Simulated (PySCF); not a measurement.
Ga(NH2)3 (GaH6N3), SMILES [NH2][Ga]([NH2])[NH2]. Atoms are numbered in the order given.

```xyz
10

Ga     0.0116     0.0021     0.0000
N     -0.0931     0.9148    -1.5977
H      0.2116     1.8914    -1.6206
H      0.2395     0.4417    -2.4419
N      0.0812    -1.8407     0.0000
H     -0.2633    -2.3276     0.8320
H     -0.2633    -2.3276    -0.8320
N     -0.0931     0.9148     1.5977
H      0.2395     0.4417     2.4419
H      0.2116     1.8914     1.6206
```
Charge 0, spin multiplicity 1.

The structure is a stationary point at PBE-D3(BJ)/def2-SVP. The structure was generated by enumeration; whether it is a known compound was not checked. Other conformers were not sampled.

Method: PBE0/def2-TZVP in PySCF.

Symmetry labels are those of the subgroup Cs that the program uses (full group Cs).

Computed valence orbital energies around the gap with their symmetry:
| orbital | symmetry | energy (eV) |
|---|---|---|
| HOMO−7 | A" | -12.97 |
| HOMO−6 | A' | -12.73 |
| HOMO−5 | A" | -12.62 |
| HOMO−4 | A' | -10.04 |
| HOMO−3 | A" | -9.97 |
| HOMO−2 | A' | -7.74 |
| HOMO−1 | A' | -6.97 |
| HOMO | A" | -6.84 |
| LUMO | A' | 0.04 |
| LUMO+1 | A' | 1.09 |
| LUMO+2 | A' | 1.53 |
| LUMO+3 | A" | 1.54 |
